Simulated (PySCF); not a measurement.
Species: C₈H₉N.
SMILES: `C=C/C=C(\C=C)CC#N`

Theory: TDDFT PBE0/def2-SVPD, vertical, gas phase, core orbitals frozen in the response in PySCF. One conformer (not necessarily the lowest) at the GFN2-xTB geometry, without solvent, vibrations or thermal averaging. Torsions of this conformer, `[CH2:1]=[CH:2]/[CH:3]=[C:4](\[CH:5]=[CH2:6])[CH2:7][C:8]#[N:9]`: C1–C2–C3–C4 179°, C3–C4–C5–C6 -173°, C3–C4–C7–C8 108°.

Computed states:

| state | E (eV) | f |
| --- | --- | --- |
| S1 | 4.75 | 0.837 |
| S2 | 5.69 | 0.0015 |
| S3 | 6.18 | 0.0068 |
| S4 | 6.22 | 0.018 |
| S5 | 6.45 | 0.033 |
| S6 | 6.52 | 0.027 |

Broadening: Gaussians 0.3 eV wide at half height, area fixed by f = 4.319×10⁻⁹ ∫ε dν̃. The cross-section is σ = 3.8235×10⁻²¹ ε cm², given in Mb (10⁻¹⁸ cm²). The width is an assumption, not a result. The curve ends short of the highest state used, and states not computed would add to its high-energy end.

(1) Give the broadened spectrum and its maxima.

(2) On this curve, what absorbance would a 10⁻⁴ mol/L sample give at 222 nm over a 1 cm path?

Results:

(1) 
(λ (nm), σ (Mb)): (209.6, 0.73), (211.4, 0.44), (213.2, 0.40), (215.1, 0.46), (216.9, 0.51), (218.7, 0.51), (220.6, 0.44), (222.4, 0.34), (224.2, 0.23), (226.1, 0.13), (227.9, 0.07), (229.7, 0.04), (231.6, 0.02), (233.4, 0.02), (235.3, 0.07), (237.1, 0.23), (238.9, 0.72), (240.8, 2.07), (242.6, 5.07), (244.4, 11.24), (246.3, 23.45), (248.1, 42.77), (249.9, 71.34), (251.8, 111.61), (253.6, 156.79), (255.4, 203.64), (257.3, 247.32), (259.1, 276.07), (260.9, 287.58), (262.8, 279.42), (264.6, 254.70), (266.4, 218.45), (268.3, 174.36), (270.1, 132.95), (271.9, 96.08), (273.8, 64.49), (275.6, 42.02), (277.4, 26.11), (279.3, 15.04), (281.1, 8.53), (282.9, 4.64), (284.8, 2.34), (286.6, 1.17), (288.4, 0.57)

Maxima: 261 nm (4.75 eV), ε about 75000, made up of S1 (100%); 218 nm (5.69 eV), ε about 130, made up of S2 (99%) (ε in L mol⁻¹ cm⁻¹; maxima over ε = 5, shares over 10%). At its high-energy end, 5.92 eV, the curve is still rising (ε about 200, from S2, S3 and S4).

(2) 222 nm is 5.585 eV, where ε is about 94 L mol⁻¹ cm⁻¹, so A = ε c l ≈ 0.0094 (Beer–Lambert, with the gas-phase spectrum and the assumed width).
